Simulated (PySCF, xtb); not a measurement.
GaO, SMILES [O]=[Ga], multiplicity 2.

Harmonic wavenumbers (cm⁻¹) from GFN2-xTB (xtb 6.7.1) at its own minimum, in rising order: 721.

Task: What does PBE0-D3(BJ)/def2-TZVPD (PySCF 2.14.0) give at its own minimum? (The exact figures need the calculation; the answer reports its results.)

Result: 740. Paired by order, the mean absolute difference is 19 cm⁻¹ and the zero-point energies are 1.0 and 1.1 kcal/mol.
